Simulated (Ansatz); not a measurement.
Program: Ansatz. Geometries: PBE0-D4/def2-TZVP. ΔE: electronic, gas phase. CBS: MP2 limit from def2 TZ/QZ plus the TZ coupled-cluster correction, frozen cores. DFT in def2-TZVPP. B3LYP here is the variant with VWN-RPA as its local correlation; programs differ in this. Each species was taken in one conformer, which may not be the lowest.

`C[Si](N)(O)O[SiH3]` → `CO[SiH](N)O[SiH3]`  (isomerisation)

`C[Si](N)(O)O[SiH3]`:

```xyz
15

C    -0.898   -1.867   -0.854
Si   -0.511   -0.132   -0.350
N     0.240    0.895   -1.500
O    -1.951    0.544    0.053
O     0.535   -0.209    0.909
Si    1.416    0.772    1.873
H    -1.569   -1.882   -1.716
H    -1.384   -2.406   -0.038
H     0.014   -2.404   -1.121
H     1.227    0.815   -1.681
H    -0.256    1.178   -2.331
H    -1.943    1.487    0.227
H     1.781    0.024    3.101
H     2.660    1.202    1.178
H     0.639    1.984    2.251
```

`CO[SiH](N)O[SiH3]`:

Z-matrix (Å, degrees):
```
C
O 1 1.411
H 1 1.095 2 110.8
H 1 1.095 2 111.6 3 -121.2
H 1 1.092 2 108.4 3 118.9
Si 2 1.632 1 124.5 3 82.2
O 6 1.634 2 112.8 1 -65.0
N 6 1.702 2 111.2 1 51.6
H 6 1.478 2 103.1 1 176.8
Si 7 1.634 6 142.9 2 -45.0
H 8 1.006 6 120.2 2 -143.4
H 8 1.006 6 122.0 2 65.1
H 10 1.487 7 110.3 6 68.2
H 10 1.484 7 108.2 6 -172.3
H 10 1.487 7 110.8 6 -52.5
```

```tsv
level	ΔE (kJ/mol)	difference from CCSD(T)/CBS
PBE-D4	105.1	-2.6
PBE0-D4	106.8	-0.9
ωB97M-V	107.1	-0.6
B2PLYP	102.0	-5.7
PBE	104.0	-3.7
B3LYP	97.7	-10.0
MP2/def2-TZVPP	111.0	3.3
CCSD/def2-TZVPP	104.0	-3.7
HF/def2-QZVPP	89.6	-18.1
SCS-MP2/def2-QZVPP	104.0	-3.7
CCSD(T)/CBS	107.7	0
```

Largest T1 diagnostic among the species: 0.011.

In def2-TZVPP, CCSD(T) changes the Hartree–Fock value by +14.9 kJ/mol (the triples alone add +1.2 kJ/mol) and MP2 by +20.7 kJ/mol.
